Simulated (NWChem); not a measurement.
System: C3H4ClF; SMILES C/C=C(\F)Cl

NWChem printed, in part:

```
             Northwest Computational Chemistry Package (NWChem) 7.3.0
             --------------------------------------------------------

                             Geometry "geometry" -> ""
                             -------------------------

 Output coordinates in angstroms (scale by  1.889725989 to convert to a.u.)

  No.       Tag          Charge          X              Y              Z
 ---- ---------------- ---------- -------------- -------------- --------------
    1 C                    6.0000    -0.33502500     2.38277200     0.00000000
    2 C                    6.0000    -0.73634500     0.93571600     0.00000000
    3 C                    6.0000     0.13212800    -0.07000900     0.00000000
    4 F                    9.0000     1.45919800     0.10356200     0.00000000
    5 Cl                  17.0000    -0.29264900    -1.75860100     0.00000000
    6 H                    1.0000    -0.73518000     2.89822100    -0.88239000
    7 H                    1.0000     0.75153500     2.49635400     0.00000000
    8 H                    1.0000    -0.73518000     2.89822100     0.88239000
    9 H                    1.0000    -1.79149200     0.68349000     0.00000000

 Effective nuclear repulsion energy (a.u.)     212.0639765498

                              NWChem Property Module
                              ----------------------

  itol2e modified to match energy
  convergence criterion.

                                 NWChem DFT Module
                                 -----------------

 Summary of "ao basis" -> "ao basis" (spherical)
 ------------------------------------------------------------------------------
       Tag                 Description            Shells   Functions and Types
 ---------------- ------------------------------  ------  ---------------------
 C                          pcsseg-1                 7       17   3s3p1d
 F                          pcsseg-1                 7       17   3s3p1d
 Cl                         pcsseg-1                10       24   4s5p1d
 H                          pcsseg-1                 3        5   2s1p

  itol2e modified to match energy
  convergence criterion.

            General Information
            -------------------
          SCF calculation type: DFT
          Wavefunction type:  closed shell.
          No. of atoms     :     9
          No. of electrons :    48
           Alpha electrons :    24
            Beta electrons :    24
          Charge           :     0
          Spin multiplicity:     1
          Use of symmetry is: off; symmetry adaption is: off
          Maximum number of iterations: 150
          AO basis - number of functions:   112
                     number of shells:    50
          Convergence on energy requested:  1.00D-07
          Convergence on density requested:  1.00D-05
          Convergence on gradient requested:  5.00D-04

              XC Information
              --------------
                        BHLYP Method XC Functional
                     Hartree-Fock (Exact) Exchange  0.500
                        Slater Exchange Functional  0.500 local
                    Becke 1988 Exchange Functional  0.500 non-local
              Lee-Yang-Parr Correlation Functional  1.000

             Grid Information
             ----------------
          Grid used for XC integration:  fine
          Radial quadrature: Mura-Knowles
          Angular quadrature: Lebedev.
          Tag              B.-S. Rad. Rad. Pts. Rad. Cut. Ang. Pts.
          ---              ---------- --------- --------- ---------
          C                   0.70       70          11.0       590
          F                   0.50       70          10.0       590
          Cl                  1.00      123          12.0       770
          H                   0.35       60          12.0       590
          Grid pruning is: on
          Number of quadrature shells:   643
          Spatial weights used:  Erf1

      Superposition of Atomic Density Guess
      -------------------------------------

 Sum of atomic energies:        -673.76248852

      Non-variational initial energy
      ------------------------------

 Total energy =    -676.072575
 1-e energy   =   -1348.689982
 2-e energy   =     460.553430
 HOMO         =      -0.257679
 LUMO         =       0.068016

   convergence    iter        energy       DeltaE   RMS-Dens  Diis-err
 ---------------- ----- ----------------- --------- --------- ---------
 d= 0,ls=0.0,diis     1   -676.4807837662 -8.89D+02  7.47D-03  9.19D-01
 d= 0,ls=0.0,diis     2   -676.4864438430 -5.66D-03  4.57D-03  9.18D-01
 d= 0,ls=0.0,diis     3   -676.5780969435 -9.17D-02  9.08D-04  2.14D-02
 d= 0,ls=0.0,diis     4   -676.5806106758 -2.51D-03  2.70D-04  1.97D-03
 d= 0,ls=0.0,diis     5   -676.5808323593 -2.22D-04  8.86D-05  2.05D-04
  Resetting Diis
 d= 0,ls=0.0,diis     6   -676.5808536899 -2.13D-05  3.76D-05  2.28D-05
 d= 0,ls=0.0,diis     7   -676.5808560626 -2.37D-06  1.26D-05  1.40D-06
 d= 0,ls=0.0,diis     8   -676.5808561455 -8.30D-08  5.59D-06  1.08D-06

         Total DFT energy =     -676.580856145537
      One electron energy =    -1351.765461843207
           Coulomb energy =      519.459792148934
    Exchange-Corr. energy =      -56.339163001023
 Nuclear repulsion energy =      212.063976549760

 Numeric. integr. density =       48.000001817686

                       DFT Final Molecular Orbital Analysis
                       ------------------------------------

 Vector   22  Occ=2.000000D+00  E=-4.269186D-01
              MO Center= -1.3D-01, -1.2D+00,  2.9D-10, r^2= 2.4D+00
   Bfn.  Coefficient  Atom+Function         Bfn.  Coefficient  Atom+Function
  ----- ------------  ---------------      ----- ------------  ---------------
    84      0.505942  5 Cl pz                87      0.396007  5 Cl pz
    63     -0.165662  4 F  pz                60     -0.161115  4 F  pz
    43      0.150123  3 C  pz                78     -0.132459  5 Cl pz
    75     -0.130170  5 Cl pz                46      0.096247  3 C  pz
    57     -0.087237  4 F  pz                26      0.070887  2 C  pz

 Vector   23  Occ=2.000000D+00  E=-3.987684D-01
              MO Center= -2.6D-01, -1.5D+00, -1.3D-10, r^2= 1.8D+00
   Bfn.  Coefficient  Atom+Function         Bfn.  Coefficient  Atom+Function
  ----- ------------  ---------------      ----- ------------  ---------------
    82      0.552753  5 Cl px                85      0.448350  5 Cl px
    83     -0.150707  5 Cl py                76     -0.145082  5 Cl px
    73     -0.142136  5 Cl px                86     -0.127556  5 Cl py
    25     -0.083056  2 C  py                59      0.080206  4 F  py
    62      0.078741  4 F  py                20      0.076252  2 C  s

 Vector   24  Occ=2.000000D+00  E=-3.087412D-01
              MO Center= -2.9D-01,  2.0D-01, -2.3D-10, r^2= 2.9D+00
   Bfn.  Coefficient  Atom+Function         Bfn.  Coefficient  Atom+Function
  ----- ------------  ---------------      ----- ------------  ---------------
    26      0.296454  2 C  pz                29      0.297716  2 C  pz
    43      0.285081  3 C  pz                87     -0.279608  5 Cl pz
    84     -0.276330  5 Cl pz                46      0.204498  3 C  pz
    63     -0.160850  4 F  pz                23      0.137423  2 C  pz
    60     -0.138105  4 F  pz                40      0.128597  3 C  pz

 Vector   25  Occ=0.000000D+00  E= 4.954113D-02
              MO Center= -3.3D-01,  4.6D-01,  2.6D-10, r^2= 2.8D+00
   Bfn.  Coefficient  Atom+Function         Bfn.  Coefficient  Atom+Function
  ----- ------------  ---------------      ----- ------------  ---------------
    29      0.753589  2 C  pz                46     -0.723445  3 C  pz
    43     -0.382911  3 C  pz                26      0.299776  2 C  pz
    94      0.264436  6 H  s                104     -0.264436  8 H  s
    87      0.239542  5 Cl pz                63      0.198513  4 F  pz
    40     -0.175409  3 C  pz                23      0.150366  2 C  pz

 Vector   26  Occ=0.000000D+00  E= 7.258858D-02
              MO Center= -8.9D-01,  6.7D-01,  8.3D-10, r^2= 6.7D+00
   Bfn.  Coefficient  Atom+Function         Bfn.  Coefficient  Atom+Function
  ----- ------------  ---------------      ----- ------------  ---------------
     3      1.159778  1 C  s                109     -1.080638  9 H  s
    37      1.071051  3 C  s                 27     -0.708550  2 C  px
    94     -0.611891  6 H  s                104     -0.611891  8 H  s
    86     -0.574103  5 Cl py                72     -0.414190  5 Cl s
    44     -0.316311  3 C  px                42     -0.254219  3 C  py

[...]

          -----------------------------------------
          Chemical Shielding Tensors (GIAO, in ppm)
          -----------------------------------------

                                NWChem CPHF Module
                                ------------------

  scftype          =     RHF
  nclosed          =       24
  nopen            =        0
  variables        =     2112
  # of vectors     =        3
  tolerance        = 0.10D-03
  level shift      = 0.00D+00
  max iterations   =       50
  max subspace     =       30

 SCF residual:    1.9151894479660207E-004

Iterative solution of linear equations
  No. of variables     2112
  No. of equations        3
  Maximum subspace       30
        Iterations       50
       Convergence  1.0D-04

   iter   nsub   residual    time
   ----  ------  --------  ---------
     1      3    1.06D+00      35.7
     2      6    8.49D-02      39.3
     3      9    1.23D-02      43.0
     4     12    1.15D-03      47.1
     5     15    1.68D-04      50.8
     6     18    1.51D-05      54.4

      Atom:    1  C
        Diamagnetic
    240.8566      3.3235     -0.0000
      3.3235    258.9822     -0.0000
     -0.0000     -0.0000    239.6542

        Paramagnetic
    -81.9545      3.1780     -0.0000
      3.1780    -76.7649     -0.0000
     -0.0000     -0.0000    -63.6324

        Total Shielding Tensor
    158.9021      6.5015     -0.0000
      6.5015    182.2173     -0.0000
     -0.0000     -0.0000    176.0218

           isotropic =     172.3804
          anisotropy =      17.2910

          Principal Components and Axis System
                 1           2           3
              183.9077    176.0218    157.2117

      1         0.2516     -0.0000      0.9678
      2         0.9678      0.0000     -0.2516
      3        -0.0000      1.0000      0.0000

      Atom:    2  C
        Diamagnetic
    257.4281     -5.3083     -0.0000
     -5.3083    273.0889     -0.0000
     -0.0000     -0.0000    239.5171

        Paramagnetic
   -254.2439    -46.6468     -0.0000
    -46.6468   -205.2893      0.0000
     -0.0000      0.0000    -93.6745

        Total Shielding Tensor
      3.1842    -51.9551     -0.0000
    -51.9551     67.7997      0.0000
     -0.0000      0.0000    145.8426

           isotropic =      72.2755
          anisotropy =     110.3506

          Principal Components and Axis System
                 1           2           3
              145.8426     96.6730    -25.6891

      1        -0.0000     -0.4858      0.8741
      2         0.0000      0.8741      0.4858
      3         1.0000     -0.0000     -0.0000

      Atom:    3  C
        Diamagnetic
    256.3745     -1.1573     -0.0000
     -1.1573    264.1986     -0.0000
     -0.0000     -0.0000    225.9360

        Paramagnetic
   -247.9150    -82.3643      0.0000
    -82.3643   -256.1954      0.0000
      0.0000      0.0000   -174.6705

        Total Shielding Tensor
      8.4595    -83.5216      0.0000
    -83.5216      8.0031      0.0000
      0.0000      0.0000     51.2656

           isotropic =      22.5761
          anisotropy =     103.7657

          Principal Components and Axis System
                 1           2           3
               91.7532    -75.2906     51.2656

      1         0.7081      0.7061      0.0000
      2        -0.7061      0.7081      0.0000
      3        -0.0000     -0.0000      1.0000

      Atom:    4  F
        Diamagnetic
    492.3410      4.7348     -0.0000
      4.7348    468.2184      0.0000
     -0.0000      0.0000    465.5473

        Paramagnetic
   -203.3367     29.3298     -0.0000
     29.3298   -236.6526      0.0000
     -0.0000      0.0000   -170.6775

        Total Shielding Tensor
    289.0044     34.0647     -0.0000
     34.0647    231.5657      0.0000
     -0.0000      0.0000    294.8698

           isotropic =     271.8133
          anisotropy =      49.5410

          Principal Components and Axis System
                 1           2           3
              304.8406    294.8698    215.7294

      1         0.9068      0.0000     -0.4216
      2         0.4216      0.0000      0.9068
      3        -0.0000      1.0000     -0.0000

      Atom:    5  Cl
        Diamagnetic
   1142.6241      3.7570      0.0000
      3.7570   1154.2345      0.0000
      0.0000      0.0000   1141.0905

        Paramagnetic
   -565.9226    109.8886     -0.0000
    109.8886   -130.6567      0.0000
     -0.0000      0.0000   -684.0965

        Total Shielding Tensor
    576.7015    113.6456     -0.0000
    113.6456   1023.5778      0.0000
     -0.0000      0.0000    456.9940

           isotropic =     685.7578
          anisotropy =     547.5912

          Principal Components and Axis System
                 1           2           3
             1050.8186    549.4607    456.9940

      1         0.2331      0.9725      0.0000
      2         0.9725     -0.2331     -0.0000
      3         0.0000     -0.0000      1.0000

      Atom:    6  H
        Diamagnetic
     23.7686     -2.5826      3.6462
     -2.5826     32.1024     -7.1123
      3.6462     -7.1123     30.9577

        Paramagnetic
      2.9154      0.9881     -1.1114
      0.9881     -0.2334      2.5709
     -1.1114      2.5709      0.4067

        Total Shielding Tensor
     26.6840     -1.5945      2.5348
     -1.5945     31.8690     -4.5414
      2.5348     -4.5414     31.3644

           isotropic =      29.9725
          anisotropy =      10.5203

          Principal Components and Axis System
                 1           2           3
               36.9860     27.4001     25.5313

      1        -0.2723      0.4029      0.8738
      2         0.6848      0.7191     -0.1182
      3        -0.6760      0.5662     -0.4717

      Atom:    7  H
        Diamagnetic
     35.9016      3.7215     -0.0000
      3.7215     29.8991      0.0000
     -0.0000      0.0000     20.8236

        Paramagnetic
     -2.9509     -2.3152     -0.0000
     -2.3152      0.5852      0.0000
     -0.0000      0.0000      3.8731

        Total Shielding Tensor
     32.9507      1.4064     -0.0000
      1.4064     30.4843      0.0000
     -0.0000      0.0000     24.6968

           isotropic =      29.3773
          anisotropy =       6.3160

          Principal Components and Axis System
                 1           2           3
               33.5880     29.8471     24.6968

      1         0.9109     -0.4127      0.0000
      2         0.4127      0.9109     -0.0000
      3        -0.0000      0.0000      1.0000

      Atom:    8  H
        Diamagnetic
     40.4251      1.0430     -0.0000
      1.0430     29.0636      0.0000
     -0.0000      0.0000     20.9625

        Paramagnetic
    -13.7429     -2.3472     -0.0000
     -2.3472      1.0612      0.0000
     -0.0000      0.0000      2.2016

        Total Shielding Tensor
     26.6822     -1.3042     -0.0000
     -1.3042     30.1248      0.0000
     -0.0000      0.0000     23.1641

           isotropic =      26.6571
          anisotropy =       5.8591

          Principal Components and Axis System
                 1           2           3
               30.5631     26.2439     23.1641

      1        -0.3186      0.9479      0.0000
      2         0.9479      0.3186      0.0000
      3         0.0000     -0.0000      1.0000
```

Level: BHandHLYP/pcSseg-1, GIAO. Coordinates come from a B3LYP/6-31G* (spherical d) optimisation. The output numbers the shielded atoms by their place in the input's list. The printed shielding anisotropy is the first printed principal value minus the mean of the other two.

Task: Write an input that gives this output.

Result: Several could match; the one computed here: the input that was run:
```
start job
memory heap 200 mb stack 900 mb global 1100 mb
geometry units angstroms noautosym nocenter noautoz
  C     -0.335025     2.382772     0.000000
  C     -0.736345     0.935716     0.000000
  C      0.132128    -0.070009     0.000000
  F      1.459198     0.103562     0.000000
  Cl    -0.292649    -1.758601     0.000000
  H     -0.735180     2.898221    -0.882390
  H      0.751535     2.496354     0.000000
  H     -0.735180     2.898221     0.882390
  H     -1.791492     0.683490     0.000000
end
basis spherical
  * library pcsseg-1
end
dft
  xc bhlyp
  iterations 150
end
property
  shielding 8 1 2 3 4 5 6 7 9
end
task dft property
```
